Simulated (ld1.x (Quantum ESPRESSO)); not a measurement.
Cutoff test, oxygen (O), PAW

* Element: oxygen (O)
* Generator: ld1.x (Quantum ESPRESSO) 7.5
* Type: PAW
* Functional: PW91
* Relativity: scalar-relativistic
* Frozen core: [He]
* Valence charge: 6
* Reference configuration: 2s2 2p2 (charge +2)
* Partial waves: 2s (bound): rcut 0.70, rcutus 0.80 bohr; 2s channel at -3.85 Ry: rcut 0.70, rcutus 0.80 bohr; 2p (bound): rcut 1.00, rcutus 1.35 bohr; 2p channel at -0.1 Ry: rcut 1.00, rcutus 1.35 bohr
* Local potential: all-electron potential smoothed inside 0.75 bohr (lloc = -1)
* Core correction: Bessel-smoothed model core inside 0.60 bohr
* Augmentation charge: BESSEL, radius 0.50 bohr

The pseudo-atom Hamiltonian at the reference potential is diagonalised in spherical Bessel functions j_l(qr) that vanish at 20 bohr, with q² up to the cutoff. All-electron valence levels (Ry): 2s -4.2941, 2p -3.1875.

Problem. How do the lowest levels (Ry) of each channel move with the cutoff, and are there ghosts?

Solution.

```csv
cutoff (Ry),s #1,p #1,p #2,d #1,f #1,f #2,Σ f·Δε (mRy)
8,-4.1734,-2.3373,-0.6540,-0.5663,-0.2532,-0.1388,1942.0
12,-4.2579,-2.7546,-0.7255,-0.5729,-0.2532,-0.1388,938.3
21,-4.2677,-3.0992,-0.7933,-0.5790,-0.2532,-0.1388,229.7
30,-4.2749,-3.1729,-0.8177,-0.5800,-0.2532,-0.1389,67.9
45,-4.2892,-3.1870,-0.8304,-0.5807,-0.2532,-0.1389,11.0
55,-4.2929,-3.1872,-0.8327,-0.5809,-0.2532,-0.1389,3.4
80,-4.2938,-3.1875,-0.8334,-0.5810,-0.2532,-0.1389,0.9
100,-4.2939,-3.1875,-0.8334,-0.5810,-0.2532,-0.1389,0.6
400,-4.2942,-3.1875,-0.8334,-0.5810,-0.2532,-0.1389,0.0
```

Result: no extra level below or beside the all-electron valence levels (s, p, d, f tested); 10 mRy is reached at 50 Ry and 1 mRy at 80 Ry.

Test run stopped at test 5 of 7 (negative rho).
